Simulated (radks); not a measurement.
Zn3+, configuration [Ar] 3d8 4p1 (not the ground configuration).

Method: scalar-relativistic Kohn-Sham, PBE, spin-polarised, spherical densities, finite nucleus; open shells are filled with parallel spins first; Fermi nuclear charge, rms radius 3.9283 fm; computed with a radial shooting solver on a logarithmic mesh with Libxc functionals.

Energy parts (hartree):
total: -1792.54136
kinetic: 1821.23192
electron-nucleus: -4268.48257
Hartree: 724.60961
exchange-correlation: -69.90033

Orbitals (lengths in bohr, moments of r in powers of bohr; <r^-3> diverges for s and p1/2; r(max) is where P^2 peaks):
orbital  occ.  eigenvalue (hartree)  <r^-3>   r(max)       <r^4>   <1/r>
1s up       1             -352.0398       -  0.03291  0.00002983   30.23
1s down     1             -352.0377       -  0.03291  0.00002983   30.23
2s up       1             -44.61230       -   0.1893    0.006336   6.583
2s down     1             -44.55829       -   0.1892    0.006314   6.589
2p up       3             -38.93209   793.7   0.1522    0.004699   6.459
2p down     3             -38.89042   794.9   0.1521    0.004679   6.463
3s up       1              -6.72412       -   0.5853      0.4343   2.117
3s down     1              -6.62313       -   0.5859      0.4373   2.112
3p up       3              -5.02402   107.1   0.5879      0.5604   1.974
3p down     3              -4.92376   106.3   0.5887      0.5660   1.968
3d up       5              -2.26770   11.22   0.5495       1.312   1.660
3d down     3              -2.16662   11.10   0.5521       1.356   1.651
4p up       1              -1.11859   10.97    1.948       47.20  0.5891
4p down     0              -1.04319   11.01    1.950       46.99  0.5902

The highest occupied level is 4p up at -30.438 eV. Summed over all electrons, <r^2> = 16.58 bohr^2, which gives a Langevin (diamagnetic) susceptibility term of -13.1 x 10^-6 cm^3/mol. The density falls to 0.001 e/bohr^3 at r = 3.38 bohr. The spin density at the nucleus is -0.876 e/bohr^3 (1s -0.124, 2s -1.783, 3s 1.030). The electron density at the nucleus is 2.533e+04 e/bohr^3 (large components only).
